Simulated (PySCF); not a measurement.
Isomers of C6H7FNS (doublet state), one GFN2-xTB conformer each. Single-point energies are computed at B3LYP/pcH-1 (PySCF, gas phase, no added dispersion term), electronic only. GFN2-xTB treats the open shell by occupation alone, and not every SCF solution was tested for stability.

Task: Rank them by B3LYP/pcH-1 energy, lowest first (kJ/mol).
A. `[CH2:1]=[CH:2]/[N:3]=[C:4]1/[CH2:5][C@H:6]([F:7])[C:8]1[SH:9]` (doublet state) with C1–C2–N3–C4 -176°, C6–C8–S9–H -9°
B. `[F:1][C:2](=[C:3]=[S:4])[CH2:5][NH:6][C@@H:7]1[CH:8][CH2:9]1` (doublet state) with F1–C2–C5–N6 -76°, C2–C5–N6–C7 -138°, C5–N6–C7–C8 -134°
C. `[F:1][C:2](=[C:3]=[S:4])[CH2:5][N:6][CH:7]1[CH2:8][CH2:9]1` (doublet state) with F1–C2–C5–N6 -84°, C2–C5–N6–C7 -93°, C5–N6–C7–C8 135°
D. `[F:1][C:2](=[C:3]=[S:4])[CH2:5][NH:6][C:7]1[CH2:8][CH2:9]1` (doublet state) with F1–C2–C5–N6 70°, C2–C5–N6–C7 -79°, C5–N6–C7–C8 -159°

Result: A (0.0), C (162.8), D (183.5), B (241.0).

As drawn, the lowest has a four-membered ring and an S–H bond, which the highest lacks; the highest has a three-membered ring and an N–H bond, which the lowest lacks. Neighbours under 21 kJ/mol apart (FC(=C=S)C[N]C1CC1 and FC(=C=S)CN[C]1CC1) can change places with a better method, another conformer or zero-point energy. GFN2-xTB itself gives, in the same order: 0.0, 127.3, 160.8, 238.5. Both levels put the same isomer lowest; measured from each level's own lowest isomer, the values differ by up to 35.5 kJ/mol (FC(=C=S)C[N]C1CC1: 127.3 against 162.8).
